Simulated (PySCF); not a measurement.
# Computed properties of C₂H₆OSi, SMILES C[Si]OC

Si(Me)(OMe) (C2H6OSi), SMILES CO[Si]C (connectivity only; charge and spin as stated), neutral, multiplicity 1. The structure is a stationary point at PBE0-D3(BJ)/def2-SVP. The values are those of a single conformer. All values are computed for the isolated molecule unless a solvent is named; none is compared with measurement here.

**Structure.** All 24 harmonic modes at PBE0-D3(BJ)/def2-SVP (PySCF) are real, so it is a minimum. With heavy atoms numbered as in [Si:1]([CH3:2])[O:6][CH3:7], the shortest bond between them is O6–C7 at 1.399 Å and the longest Si1–C2 at 1.919 Å.

**Vibrations.** The strongest infrared lines (harmonic, unscaled, degenerate partners summed) lie at 1211 cm⁻¹ (145 km/mol, O 37 %, H 33 %, C 27 %), 1162 cm⁻¹ (118 km/mol, H 44 %, C 28 %, O 26 %), 708 cm⁻¹ (59 km/mol, H 33 %, O 29 %, C 20 %, Si 18 %). The softest mode is at 54 cm⁻¹ and the zero-point energy is 48.9 kcal/mol.

**Electronic structure.** PBE0/def2-TZVP (PySCF) places the frontier levels at -6.23 and -1.59 eV, a gap of 4.64 eV, and gives a dipole moment of 2.15 D and a mean polarisability of 59.5 bohr³.

**Excitations.** TDA-PBE0/def2-SVPD (PySCF) has S1 at 3.60 eV (344 nm, f = 0.051, bright); the most intense of the 10 singlets computed lies at 6.86 eV (f = 0.27). T1 (TDA) is at 1.96 eV, 1.64 eV under S1. No vertical singlet excitation falls in the visible range (under 3.1 eV).

**NMR.** GIAO shifts at PBE0/pcSseg-1 (PySCF) (non-relativistic, atoms alike by connectivity averaged): ¹³C from 27.3 to 56.9 ppm against TMS; ¹H from 1.0 to 4.5 ppm against TMS; ²⁹Si at 378.5 ppm against TMS.
